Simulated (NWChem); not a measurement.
System: CaF cation; SMILES [F][Ca+]

Input file for NWChem:

```
start job
memory heap 200 mb stack 900 mb global 1100 mb
charge 1
geometry units angstroms noautoz
  Ca     0.000000     0.000000    -0.615813
  F      0.000000     0.000000     1.365099
end
basis spherical
  * library def2-svp
end
dft
  xc xpbe96 cpbe96
  iterations 150
  mulliken
end
task dft energy
```

Geometry: optimised at B3LYP/6-31G* (spherical d).

Q: Give the results of this calculation. (PBE/def2-SVP.) Quantities: energy (Ha); highest occupied level (eV); orbital gap (eV).

A: 
```json
{
 "energy (Ha)": "-776.79",
 "highest occupied level (eV)": "-12.70",
 "orbital gap (eV)": "4.69"
}
```
